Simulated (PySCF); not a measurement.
Ligands exchanged one at a time, In H-OH. All species are isolated molecules in the gas phase. One relaxed conformer stands for each flexible species; it need not be the lowest. Strings in code marks are SMILES.

All values below come from M06-2X/def2-TZVP // B3LYP-D3(BJ)/def2-TZVP run with PySCF. Delta-SCF ions had no search for a lower state. Excitations are Tamm–Dancoff values on a coarser integration grid. The basis has no diffuse functions, so Rydberg states are missing or too high.

```
species                                                                               vertical ionisation energy (Delta-SCF) (eV)  HOMO (eV)  T1 excitation (TDA) (eV)
------------------------------------------------------------------------------------  -------------------------------------------  ---------  ------------------------
0 of 3 H replaced by OH (`[InH3]`)                                                                                          10.59      -9.21                         –
1 of 3 H replaced by OH (`[InH2][OH]`)                                                                                        [?]      -9.53                      5.05
2 of 3 H replaced by OH (`[OH][InH][OH]` (H–O–In–O torsion 0°, O–In–O–H torsion 0°))                                        11.08        [?]                      5.57
3 of 3 H replaced by OH (`[OH][In]([OH])[OH]`)                                                                              11.44     -10.48                      5.12
```

### Question
Complete the blanks.

### Answer

- 1 of 3 H replaced by OH (`[InH2][OH]`), vertical ionisation energy (Delta-SCF) (eV): 10.73
- 2 of 3 H replaced by OH (`[OH][InH][OH]` (H–O–In–O torsion 0°, O–In–O–H torsion 0°)), HOMO (eV): -10.07
